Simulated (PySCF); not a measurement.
**Correlation energy of Sn+ (tin, charge +1)**

[Kr] 4d10 5s1 5p2, 5s spin antiparallel (an excited configuration). Calculation: PySCF 2.14, in aug-cc-pVQZ-DK3 (9s8p6d3f2g, 102 functions); the spin-free X2C one-electron Hamiltonian (Gaussian nucleus). Frozen: [Kr] 4d10; 3 electrons correlated.

MP2 pair energies summed by pair of shells (mhartree):

```tsv
pair	energy	share (%)
5s-5p	-47.95	91.2
5p-5p	-4.65	8.8
```

Total MP2 correlation energy: -52.60 mhartree.

Same-spin part -4.65 and opposite-spin part -47.95 mhartree; SCS-MP2 scales them by 1/3 and 6/5 to -59.09 mhartree.
